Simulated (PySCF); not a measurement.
BFH4O2Si, SMILES B(O[SiH3])(F)O.

Geometry: B3LYP-D3(BJ)/def2-SVP. The structure was generated by enumeration, and PubChem lists no compound with its InChIKey, so it may never have been made. The values are those of a single conformer.

Two levels are set side by side: PBE/def2-TZVP (PySCF) and PBE0/def2-TZVP (PySCF). Same geometry, gas phase. Differences are taken from unrounded values.

```json
[
 {"quantity": "orbital gap (eV)", "PBE0": "9.23", "PBE": "6.89", "PBE minus PBE0": "-2.34"},
 {"quantity": "highest occupied level (eV)", "PBE0": "-9.25", "PBE": "-7.76", "PBE minus PBE0": "1.48"},
 {"quantity": "lowest empty level (eV)", "PBE0": "-0.01", "PBE": "-0.87", "PBE minus PBE0": "-0.86"},
 {"quantity": "dipole moment (D)", "PBE0": "1.32", "PBE": "1.28", "PBE minus PBE0": "-0.04"},
 {"quantity": "mean polarisability (bohr³)", "PBE0": "44.9", "PBE": "47.1", "PBE minus PBE0": "2.3"}
]
```

PBE's occupied levels lie high since its potential decays too fast outside the molecule; exact exchange lowers them and widens the gap. Loosely held outer electrons make PBE densities more polarisable. Differences between two approximate levels are no errors against the true value.

Rough cost on one machine, each run with all the roots and properties that it gave: PBE0 against PBE within a factor of 2.
